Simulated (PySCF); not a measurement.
C3H9BO, SMILES CC(C)BO.

Geometry: B3LYP-D3(BJ)/def2-SVP. The structure was generated by enumeration, and PubChem lists no compound with its InChIKey, so it may never have been made. One conformer was computed; it need not be the lowest.

Two levels are set side by side: PBE/def2-TZVP (PySCF) and M06-2X/def2-TZVP (PySCF). Same geometry, gas phase. Differences are taken from unrounded values.

```csv
quantity,M06-2X,PBE,PBE minus M06-2X
orbital gap (eV),10.26,5.75,-4.51
highest occupied level (eV),-9.36,-6.66,2.69
lowest empty level (eV),0.90,-0.91,-1.82
dipole moment (D),1.84,1.83,-0.01
mean polarisability (bohr³),54.5,57.5,3.0
```

Without exact exchange PBE keeps part of each electron's self-repulsion, which lifts occupied levels and narrows the gap. PBE's more diffuse valence density responds more strongly to a field. Differences between two approximate levels are no errors against the true value.

Rough cost on one machine, each run with all the roots and properties that it gave: M06-2X against PBE about 3 times.
